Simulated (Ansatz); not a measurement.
Species: C5H11O, net charge 0, doublet state. SMILES: C(C[C@@H]([O])C)C
Geometry: optimised at B3LYP-D3(BJ)/def2-TZVP (Ansatz, a quantum-chemistry and plane-wave program).

Quantity: enthalpy of formation at 298 K, in kcal/mol. Terms: six Cartesian d functions in 6-31G* and its kin unless marked 5d; frozen cores in correlated levels; no dispersion term unless named; spin-orbit terms left out; LANL2DZ all-electron up to Ne; non-relativistic; 6-311+G** with 5d; open shells spin-unrestricted. CBS marks a two-point X^-3 extrapolation of the correlation energy; Hartree-Fock from the larger set. The bracket is a focal-point correction in the basis named. Ab initio and DFT rows: single points at B3LYP-D3(BJ) geometries (Ansatz), with unscaled harmonic terms from B3LYP/6-31G* (Ansatz) at its own minima, enthalpies of formation by atomisation with measured atoms.

Coupled cluster (Ansatz) is a level with limits of its own, used here on species with T1 under 0.025 (0.045 for open shells) and stable references: RI-MP2/CBS(cc-pVTZ,cc-pVQZ)+[CCSD(T)-MP2]/cc-pVTZ.

Value to compare with, RI-MP2/CBS(cc-pVTZ,cc-pVQZ)+[CCSD(T)-MP2]/cc-pVTZ (Ansatz): -18.9 kcal/mol.

```tsv
level	program	enthalpy of formation at 298 K (kcal/mol)	difference
PBE/STO-3G	Ansatz	-362.2	-343.3
PBE/3-21G	Ansatz	-47.1	-28.2
PBE/LANL2DZ	Ansatz	-19.1	-0.2
PBE/6-31G*	Ansatz	-57.8	-38.9
PBE/def2-SVP	Ansatz	-61.8	-42.9
PBE/6-311+G**	Ansatz	-41.7	-22.8
PBE/def2-TZVPD	Ansatz	-46.7	-27.8
```

Among the 6 habitual levels, PBE/STO-3G lies farthest from RI-MP2/CBS(cc-pVTZ,cc-pVQZ)+[CCSD(T)-MP2]/cc-pVTZ (Ansatz) (-343.3 kcal/mol) and PBE/LANL2DZ nearest (-0.2); 0 of 6 lie above it, and their mean absolute difference is 79.4 kcal/mol, the median 33.5. One case shows no general order.

The sets are all those run for this method; left out are runs that failed, that the program found above a lower state of the same kind, or whose <S^2> lies over 0.5 above the pure value.
